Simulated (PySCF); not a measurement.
Sm⁵⁴⁺: ionisation energy

Sm⁵⁴⁺ [He] 2s2 2p4 (3P) → Sm⁵⁵⁺ [He] 2s2 2p3 (4S), as a difference of total energies. Computed with PySCF 2.14 in an uncontracted even-tempered set (19 s from 29 bohr⁻², ratio 2.2; 13 p from 37 bohr⁻², ratio 2.2; 6 d from 150 bohr⁻², ratio 2.4; 5 f from 230 bohr⁻², ratio 2.4; 4 g from 340 bohr⁻², ratio 2.4), with scalar relativity by spin-free X2C-1e. Correlated levels: nothing frozen; virtual orbitals above 40 to 60 times the deepest correlated orbital energy dropped. The calculations carry no spin-orbit coupling.

```tsv
method	ionisation energy (eV)
UHF	11233.3
LDA	11227.0
PBE	11236.2
PBE0	11235.9
r2SCAN	11238.4
M06-L	11238.3
r2SCANh	11238.1
MP2 (all electrons)	11235.0
SCS-MP2 (all electrons)	11235.1
```

Spin-orbit coupling is strong in these open shells (close to jj coupling). The scalar numbers leave it out and a first-order estimate fails, so it can dominate the gap to the real levels.

For this ion Breit and QED terms and the two-electron picture change, all absent here, outweigh the differences among the correlated methods.

For comparison: 11060 ± 5 eV (theoretical estimate listed by NIST; NIST Atomic Spectra Database, ionization energies).
